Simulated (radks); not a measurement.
Spherical quantum dot in the effective-mass picture: electrons in a hard-walled sphere of radius 1.71, with a point charge +1 (a donor) at the centre, all in effective atomic units (hartree* = m*/eps^2 hartree, bohr* = eps/m* bohr), one dielectric constant everywhere. Calculated with a radial shooting solver with Libxc functionals: non-relativistic Kohn-Sham, LDA (Slater exchange, Perdew-Wang correlation), spin-polarised, spherical densities. Levels are named by radial order and angular momentum (1s, 1p, 1d, 2s, ...), and open shells are averaged over m.

N = 3, configuration 1s2 1p(up 1, down 0). This is the lowest configuration that the search found. Occupied and some empty levels:

| level | occupation | eigenvalue (hartree*) | <r> (bohr*) |
|---|---|---|---|
| 1s up | 1 | 2.5122 | 0.8103 |
| 1s down | 1 | 2.6171 | 0.8064 |
| 1p up | 1 | 4.4591 | 1.009 |
| 1p down | 0 | 4.5809 | 1.009 |
| 1d up | 0 | 6.6984 | 1.108 |
| 1d down | 0 | 6.8218 | 1.109 |
| 2s up | 0 | 7.1842 | 0.8455 |
| 2s down | 0 | 7.2660 | 0.8478 |
| 1f up | 0 | 9.3622 | 1.175 |
| 1f down | 0 | 9.4833 | 1.176 |

Energy (hartree*): total 5.54292, kinetic 6.9394, external -4.2529, Hartree 4.5853, exchange-correlation -1.7289.
